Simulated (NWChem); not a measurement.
Species: SF₃ cation; SMILES [S+](F)(F)F

```xyz
4

F      0.7284    -1.1347    -0.2700
S      0.0000     0.0000     0.4556
F      0.6184     1.1981    -0.2700
F     -1.3468    -0.0635    -0.2700
```
Atoms are numbered in this order, from 1.

Program: NWChem. The geometry was optimised at PBE0/def2-SVP. Total energies compare along this basis series because the functional is fixed.

| level | basis functions | energy (Ha) | highest occupied level (eV) | orbital gap (eV) |
|---|---|---|---|---|
| PBE0/pcseg-1 | 60 | -696.7819 | -19.45 | 10.02 |
| PBE0/aug-pcseg-1 | 96 | -696.8057 | -19.32 | 9.93 |
| PBE0/pcseg-2 | 124 | -697.0628 | -19.31 | 9.98 |
| PBE0/STO-3G | 24 | -688.1886 | -15.19 | 10.07 |
| PBE0/def2-SVP | 60 | -696.5093 | -19.38 | 10.01 |
